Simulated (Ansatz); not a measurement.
Abridged output of a molecular run in Ansatz:

```
Functional definition: HF
1501 factors; integrals over basis functions are off by at most 1.1e-3 eV
mean field evaluation 1: about -32287.5762 eV, gradient 3.8e1 eV
mean field evaluation 2: about -32287.8757 eV, gradient 3.8e1 eV
mean field evaluation 4: about -32291.3356 eV, gradient 4.4e0 eV
mean field evaluation 8: about -32291.4220 eV, gradient 3.1e-1 eV
mean field evaluation 16: about -32291.4226 eV, gradient 1.4e-6 eV
mean field -32291.42257668 eV, -1186.6878917807 hartree, gradient 1.4e-6 eV, S^2 0.000000; 0 other end points of the search recorded, 0 dependent functions left out
17 core orbitals not correlated: weight in the atoms' cores, before any rotation towards them, 1.000 or more for the frozen orbitals, at most 0.000 for the correlated occupied ones
reference -32291.42257668 eV, -1186.6878917807 hartree; 15, 15 occupied and 226, 226 virtual orbitals, 1501 factors
second order -22.01298577 eV of doubles, -0.00000000 eV of singles
cycle   1  -22.85697451 eV  change   -8.4e-1 eV  update   1.1e-1
cycle   2  -23.46506806 eV  change   -6.1e-1 eV  update   3.3e-2
cycle   3  -23.59573992 eV  change   -1.3e-1 eV  update   1.7e-2
cycle   4  -23.58388343 eV  change    1.2e-2 eV  update   4.1e-3
cycle   5  -23.58151576 eV  change    2.4e-3 eV  update   1.7e-3
cycle   6  -23.58160120 eV  change   -8.5e-5 eV  update   5.3e-4
cycle   7  -23.58124132 eV  change    3.6e-4 eV  update   1.7e-4
cycle   8  -23.58125436 eV  change   -1.3e-5 eV  update   5.5e-5
cycle   9  -23.58127584 eV  change   -2.1e-5 eV  update   2.1e-5
perturbative correction -1.00660323 eV, -0.0369919863 hartree
Total energy: -32316.01045575 eV, -1187.5914796703 hartree
```

Its atoms:

Z-matrix (Å, degrees):
```
Si
O 1 1.653
H 1 1.484 2 110.4
H 1 1.481 2 107.3 3 120.3
H 1 1.482 2 108.3 3 -120.7
B 2 1.351 1 137.7 3 14.5
S 6 1.814 2 120.5 1 177.7
S 6 1.822 2 120.3 1 -2.4
H 7 1.343 6 95.5 2 -0.2
H 8 1.342 6 96.3 2 179.4
```

Which basis set was used?
A. cc-pV(Q+d)Z
B. def2-TZVPPD
C. def2-SVPD
D. def2-TZVPP

D. It gives 258 functions.

Write the keys of the input that set method, charge and spin (a neutral closed shell needs none for the last two).


```yaml
correlation: {method: ccsd_t}
```
